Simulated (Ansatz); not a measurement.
Species: formyl cation, CHO (charge +1, singlet). It need not be the lowest isomer of its formula. 
Structure (B3LYP-D3(BJ)/def2-TZVP (Ansatz, a first-principles code) minimum search):
```
C
O 1 1.1014
H 1 1.0964 2 180.00
```
Charge +1, spin multiplicity 1.

Basis-set convergence of Hartree-Fock and CCSD(T) correlation energies (hartree) with Ansatz. Cores are frozen in the correlated levels unless marked. Spin-orbit coupling is left out. Non-relativistic.

```
basis    functions       E(HF)  E(corr, CCSD(T))
-------  ---------  ----------  ----------------
cc-pVDZ         33  -112.97880          -0.31433
cc-pVTZ         74  -113.01112          -0.38082
cc-pVQZ        140  -113.01959          -0.40364
cc-pV5Z        237  -113.02142          -0.41158
```

Extrapolating the two largest sets (X = 4 and 5) as X^-3: E(corr) = (125·(-0.41158) - 64·(-0.40364))/61 = -0.4199 Eh, an estimate of the basis-set limit. The largest set recovers 98.0 % of it, the smallest 74.9 %.
